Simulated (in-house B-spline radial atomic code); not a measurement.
Ionisation energies along the 6-electron series, configuration [He] 2s2 2p2, as differences of self-consistent energies. Dirac energy differences include first-order Breit, QED and recoil terms. NIST's values go from ground level to ground level; the uncertainty of those that are theory runs from under 0.1 % in few-electron ions to several per cent in heavy many-electron ones. Computed with a radial B-spline atomic code at the basis-set limit: Dirac-Hartree-Fock, average of the configuration, finite nuclei.

```tsv
ion	configuration after	ionisation energy (eV)	IE/(q+1)² (eV)	Breit and QED recoil part (eV)	tabulated value (eV)	computed minus tabulated (eV)
Rb31+	[He] 2s2 2p1	3780.8	3.6922	-2.3626	3815	-34
Sr32+	[He] 2s2 2p1	?	?	?	?	?
Zr34+	[He] 2s2 2p1	4503.2	3.6761	-3.0685	4553	-50
Nb35+	[He] 2s2 2p1	4758.4	3.6716	-3.3325	4815	-57
Mo36+	[He] 2s2 2p1	5020.9	3.6676	-3.6115	5084	-63
Tc37+	[He] 2s2 2p1	?	?	?	?	?
Ru38+	[He] 2s2 2p1	5567.9	3.6607	-4.2178	5647	-79
Rh39+	[He] 2s2 2p1	5852.4	3.6578	-4.5459	5940	-88
Pd40+	[He] 2s2 2p1	6144.3	3.6552	-4.891	6242	-98
Ag41+	[He] 2s2 2p1	6443.6	3.6528	-5.2541	6551	-107
Cd42+	[He] 2s2 2p1	6750.4	3.6508	-5.635	6869	-119
In43+	[He] 2s2 2p1	7064.6	3.6491	-6.0353	7196	-131
Sn44+	[He] 2s2 2p1	7386.4	3.6476	-6.4547	7531	-145
Sb45+	[He] 2s2 2p1	7715.8	3.6464	-6.8944	7887	-171
Te46+	[He] 2s2 2p1	?	?	?	?	?
I47+	[He] 2s2 2p1	8397.3	3.6447	-7.8361	8601	-204
```

(1) Fill in the row of Sr32+.

(2) Fill in the row of Tc37+.

(3) Fill in the row of Te46+.

Where a p, d or f electron is removed, the computed value is a mean over both j, so it misses the tabulated one by a part of the spin-orbit splitting; averaging over terms and missing correlation add to the gap, relatively most at low charge.

## Answers

(1) ionisation energy (eV): 4014.4; IE/(q+1)² (eV): 3.6863; Breit and QED recoil part (eV): -2.5838; tabulated value (eV): 4053; computed minus tabulated (eV): -39.

(2) ionisation energy (eV): 5290.8; IE/(q+1)² (eV): 3.664; Breit and QED recoil part (eV): -3.9069; tabulated value (eV): 5361; computed minus tabulated (eV): -70.

(3) ionisation energy (eV): 8052.7; IE/(q+1)² (eV): 3.6454; Breit and QED recoil part (eV): -7.3541; tabulated value (eV): 8240; computed minus tabulated (eV): -187.
